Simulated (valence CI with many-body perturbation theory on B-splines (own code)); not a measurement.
# Sensitivity of CI+MBPT for Co14+

Computed by relativistic CI+MBPT: three valence electrons over a frozen Dirac-Fock core [Ne], radial functions for each j: 6 s, 6 p, 5 d, 3 f, 1 g, with the one-electron correlation potential Σ1 (screened to all orders), the two-electron term Σ2, the three-electron term Σ3, Breit, model QED; selected single and double excitations, second order for the rest, scaled by the run's own slope (own B-spline code, finite nucleus).

No measured spectrum was set against this ion. As an estimate, levels of excited configurations hold to 0.05 to 0.15 % of their energy, terms of the ground configuration to about 0.5 %.

The reference run has the lowest level 3s²3p ²P°_1/2 and an ionisation energy of 443.804 eV. Its largest variational space holds 2962 state functions.

Names give the largest LS component (configuration and term), which can be under half, so a name can repeat, a term be missing and a line seem to break the LS rules; names also repeat where a configuration has a term twice.

Changed runs:
A. scale of Σ2 1 → 0.5; logarithmic knot step 0.27 → 0.2
B. core polarisation of operators on → off; logarithmic knot step 0.27 → 0.4
C. highest l in the core sums 6 → 3
D. highest l in the core sums 6 → 1 (bad on purpose)

Excitation energies of the reference run in cm⁻¹, and shifts in cm⁻¹:

| Level | Reference | A | B | C | D |
| --- | --- | --- | --- | --- | --- |
| 3s²3p ²P°_3/2 | 22996 | -21 | +0.7 | +4.2 | -76 |
| 3s3p² ⁴P_1/2 | 241872 | -654 | -3.0 | +25 | -810 |
| 3s3p² ⁴P_3/2 | 251488 | -677 | -2.7 | +27 | -864 |
| 3s3p² ⁴P_5/2 | 262985 | -670 | -2.4 | +27 | -868 |
| 3s3p² ²D_3/2 | 322807 | -185 | -1.0 | -118 | +88 |
| 3s3p² ²D_5/2 | 325866 | -206 | -0.9 | -111 | +30 |
| 3s3p² ²S_1/2 | 391350 | +1003 | -1.9 | -9.3 | +1692 |
| 3s3p² ²P_1/2 | 418215 | +1601 | -1.6 | -11 | +2829 |
| 3s3p² ²P_3/2 | 427116 | +1915 | -1.6 | -17 | +3406 |
| 3s²3d ²D_3/2 | 506585 | +1641 | +8.8 | -970 | +3931 |
| 3s²3d ²D_5/2 | 509152 | +1621 | +8.8 | -972 | +3833 |
| 3p³ ²D°_3/2 | 619081 | -135 | -2.2 | -291 | +584 |
| Ionisation energy (eV) | 443.804 | +0.098 | +3.6e-05 | +0.024 | -0.301 |
